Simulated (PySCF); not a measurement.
MoNMe3, C₃H₉MoN (singlet state).
Bonds: Mo1–N2, Mo1–C3, Mo1–C7, Mo1–C11. Hydrogens: H4, H5, H6 on C3; H8, H9, H10 on C7; H12, H13, H14 on C11.

The calculation used PBE0-D3(BJ)/def2-SVP geometry optimisation, gas phase, def2 core potentials past Kr in PySCF 2.14.0.

Q: How far are the bound atoms from Mo1?

A: 4 atoms: N2 1.623 Å, C11 2.098 Å, C7 2.098 Å, C3 2.099 Å. The nearest atom not counted as bound is H6, at 2.66 Å (others tie with it).

Q: List the angles at Mo1.

A: 
| angle | degrees | distance of the outer atoms (Å) |
| --- | --- | --- |
| C3–Mo1–C7 | 116.1 | 3.56 |
| C3–Mo1–C11 | 115.4 | 3.55 |
| C7–Mo1–C11 | 115.2 | 3.54 |
| N2–Mo1–C3 | 102.4 | 2.92 |
| N2–Mo1–C11 | 102.3 | 2.91 |
| N2–Mo1–C7 | 102.3 | 2.91 |

Q: What is the shape at Mo1?

A: Distorted tetrahedral: angles from 102.3° to 116.1°; τ4 = (360° − α − β)/141° = 0.91 with α and β the two widest (0 for a square, 1 for a tetrahedron).

Q: What are the other bond lengths?

A: C3–H4 and 8 like bonds 1.104 Å.

Point group: near C3v, missed by 0.18 Å at most; the miss may be what the optimiser left on a soft mode. Charge 0, singlet. Stationary, but not proved a minimum.
